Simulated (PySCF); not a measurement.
Precursor series Mo Cl-OH. Isolated molecules, 0 K electronic values unless said otherwise. One relaxed conformer stands for each flexible species; it need not be the lowest.

The HOMO from two functionals at the same geometries (r2SCAN-D4/def2-SVP), both in PySCF: PBE-D3(BJ)/def2-TZVP and TPSSh-D3(BJ)/def2-TZVP. 

```json
[
 {"species": "0 of 6 Cl replaced by OH ([Mo(Cl)6])", "PBE-D3(BJ)/def2-TZVP (eV)": "-7.83", "TPSSh-D3(BJ)/def2-TZVP (eV)": "-8.48"},
 {"species": "1 of 6 Cl replaced by OH ([Mo(Cl)5(OH)])", "PBE-D3(BJ)/def2-TZVP (eV)": "-7.58", "TPSSh-D3(BJ)/def2-TZVP (eV)": "-8.22"},
 {"species": "2 of 6 Cl replaced by OH ([Mo(Cl)4(OH)2])", "PBE-D3(BJ)/def2-TZVP (eV)": "-7.42", "TPSSh-D3(BJ)/def2-TZVP (eV)": "-8.06"},
 {"species": "4 of 6 Cl replaced by OH ([Mo(Cl)2(OH)4])", "PBE-D3(BJ)/def2-TZVP (eV)": "-7.03", "TPSSh-D3(BJ)/def2-TZVP (eV)": "-7.66"},
 {"species": "5 of 6 Cl replaced by OH ([Mo(Cl)(OH)5])", "PBE-D3(BJ)/def2-TZVP (eV)": "-6.69", "TPSSh-D3(BJ)/def2-TZVP (eV)": "-7.36"},
 {"species": "6 of 6 Cl replaced by OH ([Mo(OH)6])", "PBE-D3(BJ)/def2-TZVP (eV)": "-7.10", "TPSSh-D3(BJ)/def2-TZVP (eV)": "-7.86"}
]
```

Over these rows, drawn at random from the members with no instability flagged (it was tested for open shells, ions and some series alone), PBE minus TPSSh-D3(BJ): mean +0.67 eV, from +0.64 eV to +0.76 eV.
